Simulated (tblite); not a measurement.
A tight-binding relaxation on `[GeH3][O][GaH][CH]1[CH2][GeH2][CH2]1`.

Computed with GFN2-xTB geometry optimisation, gas phase (tblite 0.8.0). Start geometry: from a force field or distance geometry. A driver script takes a list of jobs; this job's settings line and coordinates (Å) are shown.

Command:
```bash
OMP_NUM_THREADS=1 python probes_run.py task.json out
```

Input:
```
{"job": {"kind": "relax", "xc": "GFN2-xTB", "basis": "xTB"}, "charge": 0, "multiplicity": 1}
Ge     3.262800     0.738100    -0.136700
O      2.185000    -0.021300     1.057300
Ga     0.918600    -1.199500     0.164900
C     -0.804000    -0.671500    -0.940900
C     -2.039500    -1.233500    -0.274100
Ge    -2.650100     0.588800    -0.049600
C     -0.804700     0.786300    -0.611700
H      4.261200     1.745300     0.474700
H      2.346200     1.477200    -1.160300
H      3.965300    -0.388400    -0.930300
H      1.871100    -1.961600    -0.948100
H     -0.679600    -0.970100    -1.982800
H     -1.756700    -1.758500     0.670000
H     -2.725400    -1.794400    -0.928500
H     -3.608500     1.142300    -1.112400
H     -2.940400     1.010200     1.417800
H     -0.193800     1.127100     0.249400
H     -0.616300     1.389900    -1.499900
```

Output:
```
step      E/eV     max force
  0    -573.52892    2.188
  1    -573.75539    1.500
  2    -574.01392    1.046
  3    -574.12972    1.085
  4    -574.25970    0.966
  5    -574.34420    0.813
  6    -574.41791    0.675
  7    -574.47639    0.670
  8    -574.52754    0.501
  9    -574.55727    0.518
... (170 lines left out)
180    -575.17427    0.014
181    -575.17434    0.020
182    -575.17442    0.024
183    -575.17450    0.023
184    -575.17458    0.020
185    -575.17464    0.015
186    -575.17469    0.013
187    -575.17473    0.013
188    -575.17476    0.010
189    -575.17477    0.009
```

«max force» is the largest atomic force in eV/Å.

Problem. From which step on does the largest force stay under 0.1 eV/Å, and how much energy is left to gain from there?

Solution. From step 133 (0.051 eV/Å), 19.0 meV above the end.

Summary of the converged run: energy lowered by 38.0 kcal/mol over 189 steps; largest atomic force 0.009 eV/Å at the end.

Hardware: an Arm Neoverse V2 with one thread (shared host). Cost: 1.4 s of wall time.
Labels such as C1 count atoms from 1, the log's own numbers from 0.
